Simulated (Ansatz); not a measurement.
S₈, SMILES `S1SSSSSSS1`, charge 0, multiplicity 1.

Task: Give a relaxed structure at PBE0-D4/def2-TZVP (Ansatz). (Estimate.)

Result: Ansatz gave: 
Z-matrix (Å, degrees):
```
S
S 1 2.044
S 1 2.044 2 108.1
S 2 2.044 1 108.1 3 -98.7
S 3 2.044 1 108.1 2 98.6
S 4 2.044 2 108.1 1 98.6
S 5 2.044 3 108.1 1 -98.6
S 6 2.044 4 108.1 2 -98.6
```
Point group D4d.
